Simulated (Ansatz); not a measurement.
Ideal-gas functions of `CB(F)[SeH]` at 800 K and 1 bar, from an Ansatz frequency run at PBE0-D4/def2-TZVP.

Molar mass 124.81 g/mol, point group Cs (symmetry number 1), electronic degeneracy 1, moments of inertia 58.374, 189.84, 245.122 u Å². Harmonic wavenumbers (cm⁻¹, unscaled): 58, 250, 298, 322, 443, 526, 730, 850, 876, 1075, 1291, 1362, 1448, 1451, 2462, 3043, 3105, 3160.

Use S(trans) = R[1.5 ln M + 2.5 ln T − 1.1517]; rotational temperatures θ = 24.2544 K / I; S(rot) = R[ln(√π/σ · √(T³/θAθBθC)) + 1.5]; for each mode x = 1.438777 ν̃/T, S = R[x/(eˣ − 1) − ln(1 − e⁻ˣ)] and H = RT x/(eˣ − 1); 1 cm⁻¹ = 0.0119627 kJ/mol; R = 8.31446 J/(mol·K).

Question: By hand: the entropy, in J/(mol·K).

Answer: Translation 189.6. Rotation: θ = 0.4155, 0.1278, 0.0989 K, giving 122.4. Vibration, mode by mode: 27.11, 15.03, 13.60, 12.97, 10.42, 9.08, 6.62, 5.55, 5.34, 4.02, 2.96, 2.68, 2.37, 2.36, 0.54, 0.23, 0.21, 0.19, in all 121.3. Electronic 0.0. Sum 433.3 J/(mol·K).

Question: By hand: H − E and G − E in kJ/mol, counted from the electronic energy.

Answer: Zero-point energy ½ × 22750 × 0.0119627 = 136.1; thermal vibration 47.6; translation, rotation and pV give 4 RT = 26.6. H − E = 210.3 kJ/mol, and G − E = 210.3 − 800 × 433.3/1000 = -136.3 kJ/mol.

Vibration gives 28 % of the entropy, 27.1 J/(mol·K) of it from the mode under 150 cm⁻¹: soft modes count most, and the harmonic formula is weakest for them. The sum counts one conformer and one mirror image; others add a mixing term.
